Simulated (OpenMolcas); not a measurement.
In II: effect of the basis set

```yaml
Program: OpenMolcas
Method: "MS-CASPT2, IPEA 0.25 Eh, imaginary shift 0.1 Eh (closed shells correlated: 4d)"
Active_space: 2 electrons in 4 orbitals (5s 5p)
State_averaging: 2S+1 = 3 even, 3 roots; 2S+1 = 1 even, 7 roots; 2S+1 = 3 odd, 3 roots; 2S+1 = 1 odd, 3 roots
Spin-orbit_coupling: RASSI with atomic mean-field integrals over the reference wave functions, term energies averaged over their components
```

A. ANO-RCC-VDZP [6s5p3d1f], DKH2, point nucleus; CASPT2 step roughly 2.3 core-seconds
B. ANO-R1 [6s5p3d1f], X2C, finite nucleus; CASPT2 step about 1.2 core-seconds
C. ANO-R2 [7s6p4d2f1g], X2C, finite nucleus; CASPT2 step roughly 2.9 core-seconds
D. ANO-RCC-VTZP [7s6p4d2f1g], DKH2, point nucleus; CASPT2 step of the order of 2.8 core-seconds
E. ANO-RCC-VQZP [8s7p5d3f2g], DKH2, point nucleus; CASPT2 step of the order of 6 core-seconds
F. ANO-R3 [8s7p5d3f2g1h], X2C, finite nucleus; CASPT2 step roughly 6 core-seconds

Energies in eV above 5s² ¹S₀, the measured ground level; measured values from NIST Handbook of Basic Atomic Spectroscopic Data.

| Level | A | B | C | D | E | F | Measured |
| --- | --- | --- | --- | --- | --- | --- | --- |
| 5s² ¹S₀ | 0.0000 | 0.0000 | 0.0000 | 0.0000 | 0.0000 | 0.0000 | 0.0000 |
| 5s 5p ³P°₀ | 5.235 | 5.315 | 5.326 | 5.244 | 5.207 | 5.256 | 5.2416 |
| 5s 5p ³P°₁ | 5.359 | 5.440 | 5.434 | 5.353 | 5.324 | 5.376 | 5.3748 |
| 5s 5p ³P°₂ | 5.628 | 5.711 | 5.669 | 5.592 | 5.579 | 5.636 | 5.6821 |
| 5s 5p ¹P°₁ | 8.060 | 8.167 | 7.923 | 7.842 | 7.805 | 7.855 | 7.8157 |
| 5p² ³P₀ | 12.689 | 12.779 | 12.780 | 12.671 | 12.600 | 12.687 | 12.5977 |
| 5p² ³P₁ | 12.856 | 12.949 | 12.928 | 12.821 | 12.764 | 12.854 | 12.8012 |
| 5p² ³P₂ [65 %] | 13.062 | 13.156 | 13.078 | 12.967 | 12.880 | 12.982 | 13.0883 |
| 5p² ¹D₂ [65 %] | 13.788 | 13.880 | 13.494 | 13.367 | 13.227 | 13.344 | 12.1043 |
| 5p² ¹S₀ | 15.485 | 15.515 | 15.181 | 15.106 | 14.942 | 15.023 | 15.0379 |

Deviations, from unrounded energies. A percentage is the sum of absolute deviations over the sum of measured energies, with the sign that they share, or ± where signs differ.

| Against measurement | Levels | A | B | C | D | E | F |
| --- | --- | --- | --- | --- | --- | --- | --- |
| mean absolute deviation (cm-1) | 9 | 2400 | 2800 | 1900 | 1500 | 1500 | 1400 |
| other configurations (%) | 9 | ±2.9 | +3.5 | ±2.4 | ±1.9 | ±1.9 | ±1.8 |

D, E, F lie about equally close to measurement and B furthest from it. The largest miss of F in the table is 5p² ¹D₂ [65 %], by +10000 cm-1. The ranking rests on the paired levels alone, and a cruder setting can come out closer through cancelling errors.

Among A to F the level of the table that moves most is 5p² ¹D₂ [65 %], by 5300 cm-1 (lowest in E, highest in B). Moves below CASPT2's spread within the term are not significant.

Term energies are means over components that CASPT2 splits; among the terms shown or strongly mixed into the levels shown the widest spread is 15 cm-1 (5p² ¹D, F). Some levels mix across a computed gap that differs much from the measured one, so their mixing is not that of the real levels. The ¹D term of p² mixes with s d, which this space lacks. Computed and measured levels are paired by configuration, term and J; levels that our copy of the source lacks, or whose pairing is in doubt (as where it misses far off the trend of its configuration), stay unpaired and out of the deviations. Levels of configurations outside the active space are missing.

A share in square brackets marks a mixed level and gives the weight of the term that names it, the lowest over the columns. ° marks odd parity.
